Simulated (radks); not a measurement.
Species: Ag30+. Configuration: [Ne] 3s2 3p5 (the NIST ground configuration). Calculated with a radial shooting solver on a logarithmic mesh with Libxc functionals: Dirac Kohn-Sham, PBE, spin-unpolarised, spherical densities, finite nucleus; open shells are shared between the two j in proportion to 2j + 1; Fermi nuclear charge, rms radius 4.5454 fm.

Unscreened Slater integrals over Kohn-Sham orbitals (hartree). Large and small components are both included. Empty in this configuration: 3d3/2.

\begin{tabular}{lr}
integral & value \\ \hline
F0(3p3/2,3p3/2) & 2.7623 \\
F2(3p3/2,3p3/2) & 1.3897 \\
F0(3p3/2,3p1/2) & 2.7955 \\
G2(3p3/2,3p1/2) & 1.3973 \\
F0(3p3/2,3s1/2) & 2.7299 \\
G1(3p3/2,3s1/2) & 1.7730 \\
F0(3p3/2,2p3/2) & 3.6598 \\
F2(3p3/2,2p3/2) & 0.92319 \\
G0(3p3/2,2p3/2) & 0.36718 \\
G2(3p3/2,2p3/2) & 0.40234 \\
F0(3p3/2,3d3/2) & 2.9099 \\
F2(3p3/2,3d3/2) & 1.3942 \\
G1(3p3/2,3d3/2) & 1.4675 \\
G3(3p3/2,3d3/2) & 0.98568 \\
F0(3p1/2,3p1/2) & 2.8306 \\
F0(3p1/2,3s1/2) & 2.7612 \\
G1(3p1/2,3s1/2) & 1.7676 \\
F0(3p1/2,2p3/2) & 3.7366 \\
G2(3p1/2,2p3/2) & 0.39887 \\
F0(3p1/2,3d3/2) & 2.9515 \\
G1(3p1/2,3d3/2) & 1.5395 \\
F0(3s1/2,3s1/2) & 2.7049 \\
F0(3s1/2,2p3/2) & 3.5457 \\
G1(3s1/2,2p3/2) & 0.35688 \\
F0(3s1/2,3d3/2) & 2.8739 \\
G2(3s1/2,3d3/2) & 1.1172 \\
F0(2p3/2,2p3/2) & 7.7352 \\
F2(2p3/2,2p3/2) & 3.6847 \\
F0(2p3/2,3d3/2) & 4.0066 \\
F2(2p3/2,3d3/2) & 1.2240 \\
G1(2p3/2,3d3/2) & 1.1237 \\
G3(2p3/2,3d3/2) & 0.64815 \\
F0(3d3/2,3d3/2) & 3.1612 \\
F2(3d3/2,3d3/2) & 1.6293 \\
\end{tabular}
